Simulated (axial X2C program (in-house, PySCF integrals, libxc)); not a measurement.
## InF⁺ along the bond: M06, 2c

All values were computed with an in-house relativistic program for diatomic molecules. Two-component (2c) means X2C with spin–orbit coupling and atomic mean-field two-electron Coulomb and Gaunt terms. Basis: In dyall-cv3z [11s12p9d4f1g], F dyall-av3z [7s6p3d2f] (cores contracted in-house); Gaussian nuclei, density fitting, unrestricted open shells. Masses: In 114.904 u, F 18.998 u.

State: Ω = 1/2 (⟨Sz⟩ = 0.50, ⟨Lz⟩ = 0.00 at M06). Dipoles are positive if F is the positive end and refer to the centre of mass.

| R (Å) | μ (D) | HOMO (eV) | LUMO (eV) |
| --- | --- | --- | --- |
| 1.672 | -2.944 | -14.88 | -11.96 |
| 1.749 | -3.257 | -15.07 | -12.18 |
| 1.807 | -3.453 | -15.21 | -12.34 |
| 1.864 | -3.603 | -15.33 | -12.48 |
| 1.922 | -3.697 | -15.45 | -12.60 |
| 1.989 | -3.718 | -15.59 | -12.69 |
| 2.057 | -3.652 | -15.71 | -12.75 |
| 2.143 | -3.481 | -15.84 | -12.76 |
| 2.249 | -3.229 | -15.96 | -12.72 |
| 2.402 | -2.870 | -16.08 | -12.60 |

(1) The minimum lies at 1.929 Å. What is the dipole moment there?

One determinant describes the state; a PBE0 search over occupations chose it and may have missed a lower one. Density functionals use the spin component along the axis (collinear).

Answers

(1) At M06, 2c, with the sign and origin stated: μ = -3.70 D.
